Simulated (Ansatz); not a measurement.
Total energies of (KH)4 ring (K4H4) from Ansatz at PBE-D4/def2-TZVP, gas phase (1 Eh = 27.2114 eV = 2625.5 kJ/mol). The reference geometry is relaxed at PBE-D4/def2-SVP.

```csv
state,geometry,energy (Eh)
charge 0 singlet,reference,-2401.17189
charge 1 doublet,reference,-2400.97148
charge 1 doublet,relaxed at PBE-D4/def2-SVP,-2400.97649
free K atom (doublet),–,-599.69080
free H atom (doublet),–,-0.49962
```

Work out the vertical ionisation energy to the doublet.

E(charge 1 doublet) − E(charge 0 singlet) = -2400.97148 − (-2401.17189) = 0.20041 Eh = 5.45 eV. For comparison, −ε of the highest occupied level is 3.47 eV at this level, 1.98 eV less.

How much does the charge 1 doublet relax, and what is the adiabatic ionisation energy?

Relaxation: -2400.97148 − (-2400.97649) = 0.00501 Eh = 0.14 eV. Adiabatic ionisation energy: 0.19540 Eh = 5.32 eV, without zero-point energy. 

What is the binding energy per atom against free atoms?

Atoms: 4 × (-599.69080) + 4 × (-0.49962) = -2400.76168 Eh. Binding: -2400.76168 − (-2401.17189) = 0.41021 Eh = 11.16 eV, or 1.40 eV for each of 8 atoms (no zero-point energy, no counterpoise term).
